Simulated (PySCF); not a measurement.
As₂.
SMILES: `[As]#[As]`

Theory: B3LYP/def2-TZVP geometry optimisation, gas phase in PySCF 2.14.0.

Take the most abundant isotopes and a rigid rotor. 

Question: What are the moment of inertia and the rotational constant?

Answer: I = 165.947 u·Å², B = 505379 MHz·u·Å²/I = 3045 MHz (0.1016 cm⁻¹, or 0.146 K as hB/k). For two atoms I = μr² with μ = 37.4608 u and r = 2.1047 Å.

Question: List the first levels of a rigid rotor in a Σ state.

Answer: E(J) = BJ(J+1): J = 1: 0.203, J = 2: 0.610, J = 3: 1.219, J = 4: 2.032, J = 5: 3.048, J = 6: 4.267 cm⁻¹.

Question: Has it a pure rotational spectrum?

Answer: Not by electric dipole: D∞h allows no dipole (computed 0.00 D). Rotational Raman lines (ΔJ = 2) lie at B(4J + 6), spaced by 4B = 0.406 cm⁻¹, with nuclear-spin weights that differ between even and odd J.

Question: Estimate the classical rotational partition function at 50 K, 100 K and 200 K.

Answer: Point group D∞h, symmetry number σ = 2; q = kT/(σhB), k/h = 20836.6 MHz/K: 171 at 50 K, 342 at 100 K, 684 at 200 K.

B3LYP/def2-TZVP frequencies: not computed here. Zero-point vibration and centrifugal distortion are left out.

Time: 5.2 s of wall time; peak memory 0.49 GiB. Hardware: one thread, Intel Xeon Platinum 8488C (x86_64), shared host. This is the geometry optimisation.
